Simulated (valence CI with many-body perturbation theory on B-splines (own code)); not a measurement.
Tc XIII: electric-dipole lines

Calculated by relativistic CI+MBPT: three valence electrons over a frozen Dirac-Fock core [Ar] 3d10, radial functions for each j: 11 s, 11 p, 9 d, 7 f, 5 g, 2 h, 1 i, with the one-electron correlation potential Σ1, the two-electron term Σ2, the three-electron term Σ3, Breit, model QED; selected CI, second order for the rest, scaled by the run's own slope (own B-spline code, finite nucleus).

No measured levels were compared; by estimate levels hold to about 250 cm⁻¹ or 0.2 % of their energy and the worst to 1 %, as in measured heavy ions of charge 2 to 7; those with d or f electrons hold less well.

Lines 151 to 200 of 281 in falling wavelength, among levels below 1019900 cm⁻¹, chosen from the strongest by gf and those to the six lowest levels. Wavelengths and rates use the calculated energies, so an error of 1000 cm⁻¹ moves a line at 24.59 nm by 0.25 % and its rate by three times that or more. Electric multipoles are in the length gauge, E1 and E2 with the static RPA response of the core. Weak lines are less certain than strong ones. Lines between different terms over intervals too small for the method are left out, as are lines whose strength nearly cancels. Where a level lies close to another of its J and parity, the split of strength between their lines is uncertain. The highest levels of a list are the least certain.

Names give the largest LS component (configuration and term), which can be under half, so a name can repeat, a term be missing and a line seem to break the LS rules; names also repeat where a configuration has a term twice. Letters in brackets count levels of one name in rising energy.

```tsv
λ vac (nm)	Upper	Lower	A (s⁻¹)	S (a.u.) with core polarisation	S without
24.59	4s.4p.4d 4P°_1/2	4s.4p2 2D_3/2	3.62e+08	5.31e-03	5.79e-03
24.41	4s.4p.4d 4P°_3/2	4s.4p2 2D_3/2	2.34e+10	6.73e-01	7.38e-01
24.29	4s.4p.4d 4P°_5/2 [b]	4s.4p2 2D_3/2	1.05e+10	4.47e-01	4.88e-01
24.25	4s.4p.4d 2P°_1/2 [a]	4s.4p2 2S_1/2	6.50e+10	9.15e-01	9.99e-01
24.23	4p2.4d 2D_3/2 [b]	4p3 2P°_1/2	1.62e+10	4.55e-01	4.94e-01
24.10	4s2.4f 2F°_7/2	4s2.4d 2D_5/2	1.10e+11	6.10e+00	6.56e+00
24.07	4s.4p.4d 4F°_3/2	4s.4p2 4P_1/2	3.73e+08	1.03e-02	1.12e-02
24.06	4s2.4f 2F°_5/2	4s2.4d 2D_5/2	8.20e+09	3.38e-01	3.64e-01
24.00	4s.4p.4d 2F°_5/2 [a]	4s.4p2 2D_5/2	2.33e+10	9.53e-01	1.04e+00
23.91	4s.4p.4d 2P°_1/2 [b]	4s.4p2 2P_3/2	1.96e+10	2.65e-01	2.90e-01
23.80	4p2.4d 2P_1/2 [b]	4p3 2P°_1/2	6.07e+10	8.08e-01	8.81e-01
23.77	4s2.4f 2F°_5/2	4s2.4d 2D_3/2	1.08e+11	4.28e+00	4.61e+00
23.74	4s.4p.4d 4P°_5/2 [a]	4s.4p2 4P_5/2	9.63e+09	3.82e-01	4.17e-01
23.54	4p2.4d 4P_5/2	4p3 2D°_5/2	2.48e+10	9.59e-01	1.05e+00
23.54	4s2.4d 2D_3/2	4s2.4p 2P°_3/2	1.45e+10	3.73e-01	4.07e-01
23.53	4s.4p.4d 2P°_3/2 [b]	4s.4p2 2P_3/2	6.22e+10	1.60e+00	1.75e+00
23.51	4s.4p.4d 2F°_5/2 [a]	4s.4p2 2D_3/2	1.09e+10	4.19e-01	4.56e-01
23.49	4s.4p.4d 4D°_3/2	4s.4p2 4P_5/2	2.52e+09	6.44e-02	7.02e-02
23.38	4p2.4d 4P_5/2	4p3 4S°_3/2 [b]	3.11e+10	1.18e+00	1.28e+00
23.37	4s.4p.4d 2P°_3/2 [a]	4s.4p2 2P_1/2	7.80e+10	1.96e+00	2.15e+00
23.36	4s.4p.4d 2D°_5/2	4s.4p2 2P_3/2	1.14e+11	4.31e+00	4.70e+00
23.34	4p2.4d 4P_3/2	4p3 2D°_5/2	7.37e+09	1.85e-01	2.02e-01
23.25	4s2.4d 2D_5/2	4s2.4p 2P°_3/2	7.49e+10	2.79e+00	3.04e+00
23.21	4s.4p.4d 2D°_3/2 [b]	4s.4p2 2S_1/2	8.45e+10	2.09e+00	2.27e+00
22.95	4s.4p.4d 4P°_5/2 [a]	4s.4p2 4P_3/2	4.64e+10	1.66e+00	1.81e+00
22.78	4p2.4d 2P_1/2 [a]	4p3 4S°_3/2 [a]	2.38e+10	2.78e-01	3.04e-01
22.76	4p2.4d 2D_5/2	4p3 2D°_5/2	2.44e+10	8.51e-01	9.29e-01
22.73	4s.4p.4d 2F°_7/2 [a]	4s.4p2 2D_5/2	2.23e+10	1.04e+00	1.13e+00
22.72	4s.4p.4d 4D°_3/2	4s.4p2 4P_3/2	1.07e+10	2.47e-01	2.69e-01
22.71	4p2.4d 4P_1/2	4p3 4S°_3/2 [b]	4.59e+10	5.31e-01	5.80e-01
22.59	4s.4p.4d 4D°_1/2	4s.4p2 4P_3/2	1.41e+09	1.60e-02	1.75e-02
22.45	4p2.4d 4P_5/2	4p3 4S°_3/2 [a]	3.57e+10	1.20e+00	1.31e+00
22.43	4s.4p.4d 2P°_1/2 [a]	4s.4p2 2P_1/2	1.10e+10	1.22e-01	1.33e-01
22.43	4p2.4d 2D_3/2 [a]	4p3 2D°_5/2	8.60e+09	1.92e-01	2.10e-01
22.41	4s.4p.4d 4D°_5/2	4s.4p2 4P_5/2	3.13e+10	1.04e+00	1.14e+00
22.40	4s.4p.4d 2D°_3/2 [a]	4s.4p2 4P_5/2	1.31e+10	2.90e-01	3.17e-01
22.31	4s.4p.4d 4D°_7/2	4s.4p2 4P_5/2	8.77e+10	3.85e+00	4.19e+00
22.29	4p2.4d 2D_3/2 [a]	4p3 4S°_3/2 [b]	7.29e+10	1.59e+00	1.74e+00
22.27	4p2.4d 4P_3/2	4p3 4S°_3/2 [a]	8.12e+10	1.77e+00	1.93e+00
22.24	4s.4p.4d 4P°_3/2	4s.4p2 4P_5/2	1.09e+10	2.37e-01	2.59e-01
22.14	4s.4p.4d 4P°_5/2 [b]	4s.4p2 4P_5/2	2.41e+10	7.75e-01	8.45e-01
22.04	4p2.4d 2F_5/2 [b]	4p3 2D°_5/2	2.40e+10	7.59e-01	8.28e-01
21.90	4p2.4d 2F_5/2 [b]	4p3 4S°_3/2 [b]	7.20e+10	2.24e+00	2.43e+00
21.89	4s.4p.4d 4D°_3/2	4s.4p2 4P_1/2	6.20e+10	1.28e+00	1.40e+00
21.83	4p2.4d 4P_1/2	4p3 4S°_3/2 [a]	5.23e+10	5.37e-01	5.86e-01
21.81	4s2.4d 2D_3/2	4s2.4p 2P°_1/2	7.21e+10	1.48e+00	1.61e+00
21.81	4s.4p.4d 2P°_1/2 [b]	4s.4p2 2P_1/2	4.66e+10	4.77e-01	5.21e-01
21.77	4s.4p.4d 4D°_1/2	4s.4p2 4P_1/2	9.48e+10	9.65e-01	1.05e+00
21.74	4p2.4d 2D_5/2	4p3 4S°_3/2 [a]	5.54e+10	1.68e+00	1.83e+00
21.73	4s.4p.4d 2F°_7/2 [b]	4s.4p2 2D_5/2	8.31e+10	3.36e+00	3.65e+00
```
